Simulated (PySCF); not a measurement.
Estimate the missing entries of this data sheet.

Species: [TcO4]- (charge -1 and singlet state).
SMILES: `[O]=[Tc-](=[O])(=[O])=[O]`

```tsv
property	level	value
point group	PBE0-D3(BJ)/def2-SVP	?
rotational constants A, B, C	PBE0-D3(BJ)/def2-SVP	4.108, 4.108, 4.104 GHz
HOMO energy	wB97X-D/def2-SVPD	?
LUMO energy	wB97X-D/def2-SVPD	?
lowest singlet excitation	TDDFT wB97X-D/def2-SVPD	?
lowest triplet excitation (Tamm–Dancoff)	TDA wB97X-D/def2-SVPD	?
static isotropic polarisability	wB97X-D/def2-SVPD	?
```

Gas-phase values; electronic properties from PySCF, density fitting. Geometry: PBE0-D3(BJ)/def2-SVP; no solvent, vibrations or thermal averaging. Atoms past krypton carry effective core potentials; spin–orbit coupling is left out.

(1) Give the static isotropic polarisability.

(2) The HOMO energy?

(3) The lowest triplet excitation (Tamm–Dancoff)?

(4) Give the LUMO energy.

(5) What is the point group?

(6) The lowest singlet excitation?

Answers

(1) 57.0 au.

(2) -5.70 eV.

(3) 3.95 eV.

(4) 4.34 eV.

(5) Td.

(6) 4.47 eV (277 nm, f = 0.000 summed over 3 states within 0.01 eV).

The rotational constants are those of a spherical top; the small spread among constants that symmetry makes equal is optimisation noise. The principal polarisabilities are 56.9, 57.0 and 57.0 au; their mean is the isotropic value. The polarisability is 8.44 Å³ as a volume (1 au = 0.148185 Å³). No computed singlet falls in the visible range (750 to 380 nm, 1.65 to 3.26 eV); S1 lies 1.21 eV above its blue end. The 10 singlets span 4.47 to 5.84 eV, and their oscillator strengths add up to 0.07. The vertical singlet–triplet gap S1 − T1 is 0.52 eV (TDDFT singlet less Tamm–Dancoff triplet).

For the geometry optimisation (PBE0-D3(BJ)/def2-SVP), time: 11 s wall. Hardware: one thread, x86-64 server, no GPU, on a shared host.
